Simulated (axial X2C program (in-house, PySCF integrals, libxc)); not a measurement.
**RuF⁺: nuclear properties from DFT to coupled cluster**

Computed with an axial X2C code built on PySCF integrals: two-component X2C with atomic mean-field Coulomb and Gaunt terms, Gaussian nuclei, basis Ru dyall-acv3z, F dyall-av3z with contracted cores.

R = 1.817 Å (near the PBE0 minimum at charge 1 of the determinant lowest at the starting distance; the state shown can have its own minimum elsewhere); state Ω = 4 (⟨Sz⟩ = 1.99, ⟨Lz⟩ = 2.01 at PBE0).

```csv
level,Eeff magnitude (GV/cm),Ws magnitude Ru (kHz),A∥/gI Ru (MHz),qzz Ru (a.u.),A∥/gI F (MHz)
PBE0,5.12,0.528,355,0.88,2.7
HF,5.61,0.566,127,0.15,13.2
B3LYP,4.88,0.5,381,0.98,1.56
```

Eeff is the effective electric field on the electron electric dipole moment in this Ω state and Ws the scalar–pseudoscalar constant of the nucleus named (defined with the proton number Z and per Ω); A∥ (defined per Ω) follows by multiplying with gI = μI/(I μN); qzz is the electric field gradient, eQq0 = 234.96 MHz × Q/barn × qzz. The operators were transformed with the bare-nucleus X2C matrices; with these basis sets, hyperfine constants and field gradients can be off by tens of per cent, and where levels differ in sign neither size nor sign is settled.

Finite-field MP2, CCSD and CCSD(T), with 22 electrons correlated in 130 natural virtual spinors (MP2 remainder added):

```tsv
level	Eeff magnitude (GV/cm)	Ws magnitude Ru (kHz)	A∥/gI Ru (MHz)	qzz Ru (a.u.)	A∥/gI F (MHz)
MP2	5.99	0.63	316	1.02	2.39
CCSD	5.72	0.594	287	0.72	4.19
CCSD(T)	5.79	0.606	315	0.82	2.69
```

T1 = 0.023 (Lee–Taylor). One unrestricted determinant, the lowest of a limited PBE0 search, is the reference; the functionals treat spin collinearly. With several open shells it need not be a pure state. Correlation of the inner shells is missing, which matters for properties at the nucleus. Number of frozen shells: Ru 3 s, 2 p, 1 d; F 1 s.

(1) By how much does correlation change each value, CCSD(T) against HF?

Answers

(1) Eeff magnitude 3 %; Ws magnitude Ru 7 %; A∥/gI Ru 148 %; qzz Ru 447 %; A∥/gI F -80 %.
